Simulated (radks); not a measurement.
Initial-state core-level shifts of neutral rubidium when its valence configuration changes from [Kr] 5s1. Method: scalar-relativistic Kohn-Sham, PBE, spin-unpolarised, spherical densities, finite nucleus; Fermi nuclear charge, rms radius 4.2036 fm; computed with a radial shooting solver on a logarithmic mesh with Libxc functionals. Shifts are changes of the shell-averaged eigenvalues in eV (positive: less bound); the change of the density at the nucleus, which sets a Mossbauer isomer shift, is in e/bohr^3, on a base of 5.58e+04.

| valence | 1s | 2p | 3s | 4s | density at nucleus |
|---|---|---|---|---|---|
| 5p1 | -1.454 | -1.454 | -1.456 | -1.441 | -3.161 |
| 4d0.5 5p0.5 | -1.320 | -1.302 | -1.300 | -1.265 | -3.177 |
| 4d1 | -1.314 | -1.283 | -1.276 | -1.222 | -3.181 |
| 5s0.5 5p0.5 | -0.744 | -0.744 | -0.745 | -0.738 | -1.502 |
| 4d0.5 5s0.5 | -0.800 | -0.787 | -0.784 | -0.758 | -1.434 |
